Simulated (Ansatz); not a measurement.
Input file for Ansatz (a program for electronic structure): U-CCSD(T)/cc-pVDZ on dimethyl selenide (SMILES C[Se]C), a point of a bond scan (R = 2.502 Å). The run froze 16 orbitals, filled d shells among them.

Ansatz 0.2 input:
```yaml
crystal:
  periodic: [false, false, false]
  atoms:
    - {symbol: C, position_ang: [1.44143353, -0.25391618, 0.82995547]}
    - {symbol: Se, position_ang: [0.01351776, 0.12218640, -0.46064119]}
    - {symbol: C, position_ang: [-1.48827853, -0.16951364, 0.76636954]}
    - {symbol: H, position_ang: [1.24485573, -2.60147050, 1.67395022]}
    - {symbol: H, position_ang: [2.38542165, -0.13533401, 0.30226081]}
    - {symbol: H, position_ang: [1.39575228, 0.45247820, 1.65618763]}
    - {symbol: H, position_ang: [-1.47767316, -1.19295724, 1.13540895]}
    - {symbol: H, position_ang: [-2.40011371, 0.00253324, 0.19839643]}
    - {symbol: H, position_ang: [-1.43788580, 0.53411293, 1.59468687]}
basis:
  gaussian:
    orbitals: cc-pVDZ
correlation: {method: ccsd_t, electrons: outside_noble_gas}
scf: {omitted_lower_state_checks: [cluster_reference]}
magnetization: {spin_polarized: true, initial_magnetization: 0}
```

Program output:

```
WARN ansatz: RAYON_NUM_THREADS=1 ignored (pool sized by the plan → 1); use --threads N
Functional definition: HF
these checks for a lower state are left out or cut short: cluster_reference
integrals: 0.13 GiB planned
850 factors; integrals over basis functions are off by at most 1.1e-3 eV
mean field: 0.41 GiB planned
mean field evaluation 1: about -67450.7206 eV, gradient 1.3e1 eV
mean field evaluation 2: about -67450.7801 eV, gradient 1.3e1 eV
mean field evaluation 4: about -67452.1832 eV, gradient 2.3e0 eV
mean field evaluation 8: about -67452.2535 eV, gradient 1.4e-1 eV
mean field evaluation 16: about -67454.3353 eV, gradient 4.7e-1 eV
mean field evaluation 32: about -67454.3385 eV, gradient 6.0e-2 eV
mean field -67454.33870167 eV, -2478.9012250935 hartree, gradient 2.6e-6 eV, S^2 0.936490; 5 other end points of the search recorded, 0 dependent functions left out
16 core orbitals not correlated
reference -67454.33870167 eV, -2478.9012250935 hartree; 10, 10 occupied and 59, 59 virtual orbitals, 850 factors
second order -10.47527219 eV of doubles, -0.00000000 eV of singles
coupled cluster: 0.40 GiB planned
cycle   1  -11.31020226 eV  change   -8.3e-1 eV  update   8.6e-2
cycle   2  -11.68176589 eV  change   -3.7e-1 eV  update   3.2e-2
cycle   3  -11.76185279 eV  change   -8.0e-2 eV  update   2.3e-2
cycle   4  -11.77824561 eV  change   -1.6e-2 eV  update   1.5e-2
cycle   5  -11.79090942 eV  change   -1.3e-2 eV  update   1.0e-2
cycle   6  -11.79775835 eV  change   -6.8e-3 eV  update   6.9e-3
cycle   7  -11.80717138 eV  change   -9.4e-3 eV  update   5.9e-3
cycle   8  -11.81830134 eV  change   -1.1e-2 eV  update   4.8e-3
cycle   9  -11.82755119 eV  change   -9.2e-3 eV  update   3.3e-3
cycle  10  -11.83260320 eV  change   -5.1e-3 eV  update   1.6e-3
cycle  11  -11.83388680 eV  change   -1.3e-3 eV  update   7.2e-4
cycle  12  -11.83377317 eV  change    1.1e-4 eV  update   2.7e-4
cycle  13  -11.83364790 eV  change    1.3e-4 eV  update   1.1e-4
cycle  14  -11.83360355 eV  change    4.4e-5 eV  update   4.7e-5
cycle  15  -11.83360616 eV  change   -2.6e-6 eV  update   2.1e-5
coupled cluster: 0.40 GiB planned
perturbative correction -0.40043301 eV, -0.0147156415 hartree
Total energy: -67466.57274083 eV, -2479.3508177402 hartree
Checks for a lower state left out: cluster_reference
```

Self-consistency was reached. Its determinant has ⟨S²⟩ = 0.94, a mixture of spin states.

Cost: about 20 core-seconds (a rough figure).
